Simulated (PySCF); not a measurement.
# Towards the basis-set limit for InF

State: ¹Σ⁺, singlet, closed shell. De refers to In + F. RHF-based CCSD(T) in PySCF 2.14 with In cc-pwCVDZ-PP with ECP28, F aug-cc-pVDZ and In cc-pwCVTZ-PP with ECP28, F aug-cc-pVTZ (frozen core orbitals: 5; scalar-relativistic core potentials). Correlation energies are extrapolated as n⁻³ (n = 2, 3), Hartree–Fock as (n+1)·exp(−9√n). CV is the change on freezing 4 orbitals instead, in In cc-pwCVTZ-PP with ECP28, F cc-pwCVTZ.

```csv
Level,Re (Å),ωe (cm⁻¹),ωexe (cm⁻¹),αe (cm⁻¹),De (eV)
CCSD(T)/DZ,2.0072,522.9,2.59,0.00183,5.460
CCSD(T)/TZ,1.9897,529.7,2.69,0.00190,5.570
HF/CBS,1.9746,549.8,2.91,0.00193,3.701
MP2/CBS,1.9882,525.5,2.67,0.00192,5.960
CCSD/CBS,1.9805,538.2,2.75,0.00191,5.447
CCSD(T)/CBS,1.9860,531.5,2.70,0.00191,5.633
CCSD(T)/CBS+CV,1.9855,531.7,2.70,0.00191,5.641
```

**Question.** How much is left between CCSD(T)/TZ and the basis-set limit, and how much do the triples give at the limit?

**Answer.** CCSD(T)/CBS less CCSD(T)/TZ: -3.7 mÅ in Re, +1.8 cm⁻¹ in ωe and +0.063 eV in De. CCSD(T)/CBS less CCSD/CBS: +5.5 mÅ in Re, -6.7 cm⁻¹ in ωe and +0.186 eV in De.

**Question.** What do the later terms add?

**Answer.** CV: -0.5 mÅ in Re, +0.2 cm⁻¹ in ωe and +0.008 eV in De, each against the row above.

The T1 diagnostic is 0.019. The open-shell atoms are computed with UHF. Spin–orbit coupling, excitations beyond (T) and corrections to the Born–Oppenheimer picture are left out, and spin–orbit coupling matters for open p, d or f shells this heavy.

The whole job (state search and all basis sets along the bond) took about 11 min on 4 threads of Intel Xeon Platinum 8488C (shared host), peak memory 4.8 GiB.
